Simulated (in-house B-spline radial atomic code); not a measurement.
Au⁸⁺: [Xe] 4f14 5d3

All numbers are computed (Dirac-Kohn-Sham CAM-B3LYP, spherical fractional occupations; Fermi nucleus of rms radius 5.4371 fm) with a B-spline radial code for spherical atoms, not measured.

Screening seen three ways: the hydrogenic charge with the same mean radius, Z_r = [3n² - l(l+1)]/(2<r>), the one with the same energy, Z_e = n√(-2ε), and Slater's rules. Values are occupation-weighted means over j. An effective charge above Z reflects the relativistic contraction of the inner shells.

```json
{"shell": "1s", "electrons": "2", "ε (eV)": "-80873", "<r> (bohr)": "0.01687", "Z_r": "88.92", "Z_e": "77.10", "Slater": "78.70"}
{"shell": "2s", "electrons": "2", "ε (eV)": "-14399", "<r> (bohr)": "0.07046", "Z_r": "85.16", "Z_e": "65.06", "Slater": "74.85"}
{"shell": "2p", "electrons": "6", "ε (eV)": "-12588", "<r> (bohr)": "0.06369", "Z_r": "78.51", "Z_e": "60.83", "Slater": "74.85"}
{"shell": "3s", "electrons": "2", "ε (eV)": "-3512.4", "<r> (bohr)": "0.1832", "Z_r": "73.68", "Z_e": "48.20", "Slater": "67.75"}
{"shell": "3p", "electrons": "6", "ε (eV)": "-2977", "<r> (bohr)": "0.184", "Z_r": "67.95", "Z_e": "44.38", "Slater": "67.75"}
{"shell": "3d", "electrons": "10", "ε (eV)": "-2349.9", "<r> (bohr)": "0.1677", "Z_r": "62.62", "Z_e": "39.43", "Slater": "57.85"}
{"shell": "4s", "electrons": "2", "ε (eV)": "-872.36", "<r> (bohr)": "0.4068", "Z_r": "59.00", "Z_e": "32.03", "Slater": "51.25"}
{"shell": "4p", "electrons": "6", "ε (eV)": "-693.98", "<r> (bohr)": "0.4317", "Z_r": "53.28", "Z_e": "28.57", "Slater": "51.25"}
{"shell": "4d", "electrons": "10", "ε (eV)": "-464.82", "<r> (bohr)": "0.4579", "Z_r": "45.86", "Z_e": "23.38", "Slater": "39.85"}
{"shell": "5s", "electrons": "2", "ε (eV)": "-239.29", "<r> (bohr)": "0.9063", "Z_r": "41.38", "Z_e": "20.97", "Slater": "21.35"}
{"shell": "4f", "electrons": "14", "ε (eV)": "-216.72", "<r> (bohr)": "0.4939", "Z_r": "36.44", "Z_e": "15.96", "Slater": "28.45"}
{"shell": "5p", "electrons": "6", "ε (eV)": "-187.9", "<r> (bohr)": "1.014", "Z_r": "35.99", "Z_e": "18.58", "Slater": "21.35"}
{"shell": "5d", "electrons": "3", "ε (eV)": "-119.06", "<r> (bohr)": "1.244", "Z_r": "27.74", "Z_e": "14.79", "Slater": "10.30"}
```

The least bound orbital is 5d5/2 at -118 eV, and it is also the most diffuse (<r> = 1.255 bohr).

Spin-orbit splittings of the orbital energies (j = l + 1/2 above j = l - 1/2 when positive): 2p 1837 eV, 3p 406.4 eV, 3d 87.22 eV, 4p 97.82 eV, 4d 18.28 eV, 4f 3.883 eV, 5p 18.65 eV, 5d 2.549 eV.

For the 1s electron the small component carries 9 % of the norm, the zero-frequency Breit interaction raises the level by 303 eV, self-energy by 193.8 eV, and vacuum polarisation lowers it by 39.52 eV.

The density falls to 0.001 bohr⁻³ at 2.587 bohr; Σ<r²> = 22.87 bohr² gives, by the non-relativistic formula and without the paramagnetism of open shells, a Langevin diamagnetic susceptibility of -18.11×10⁻⁶ cm³/mol.

Caution: exact exchange at fractional occupations of open shells leaves self-interaction of up to several eV.
